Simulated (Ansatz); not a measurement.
`C/C=C/I` → `C=CI` + `[CH2]` (triplet) at 298.15 K and 1 bar (formal loss of a carbene).

Computed with Ansatz on PBE0-D4/def2-TZVP structures; ΔE is electronic, products minus reactants. CBS: MP2 limit from def2 TZ/QZ plus the TZ coupled-cluster correction, frozen cores. This one scheme is used for every species. Triplets are unrestricted, without spin–orbit coupling. Elements past krypton have def2 core potentials. For I outer-core shells are correlated without core-valence functions, which leaves a few kJ/mol of doubt a bond.

```json
{"species": "`C/C=C/I`", "CCSD(T)/CBS energy (Eh)": "-414.58441", "H − E (kJ/mol)": "200.1", "S (J/(mol·K))": "316.9"}
{"species": "`C=CI`", "CCSD(T)/CBS energy (Eh)": "-375.31882", "H − E (kJ/mol)": "122.0", "S (J/(mol·K))": "283.2"}
{"species": "`[CH2]` (triplet)", "CCSD(T)/CBS energy (Eh)": "-39.09499", "H − E (kJ/mol)": "55.4", "S (J/(mol·K))": "195.3"}
```

H − E and S are ideal-gas, rigid-rotor, harmonic terms from PBE0-D4/def2-TZVP, with the whole ground term of open shells counted as degenerate. 1 Eh = 2625.50 kJ/mol, R = 8.31446 J/(mol·K).

By hand: ΔE, ΔH, ΔS and ΔG.

ΔE = (-375.31882) + (-39.09499) − (-414.58441) = 0.17060 Eh = 447.9 kJ/mol. Δ(H − E) = 122.0 + 55.4 − 200.1 = -22.7, so ΔH = 425.2 kJ/mol. ΔS = 283.2 + 195.3 − 316.9 = 161.6 J/(mol·K). ΔG = 425.2 − 298.15 × (161.6)/1000 = 377.0 kJ/mol.

By hand: the equilibrium constant, and the temperature at which ΔG would vanish if ΔH and ΔS stayed fixed.

log₁₀ K = −ΔG/(RT ln 10) = -66.0. ΔG = 0 at ΔH/ΔS = 2631 K, far beyond where these terms or the molecules hold.

The number of gas molecules changes by +1, which sets the sign of ΔS. A doubt of 5 kJ/mol in ΔE shifts log₁₀ K by 0.9 here. A triplet takes part, so the spin changes. These are equilibria of isolated gas molecules and say nothing of rates. Largest T1 diagnostic: 0.011 (customary marks: 0.02 for closed shells, 0.045 for open ones).
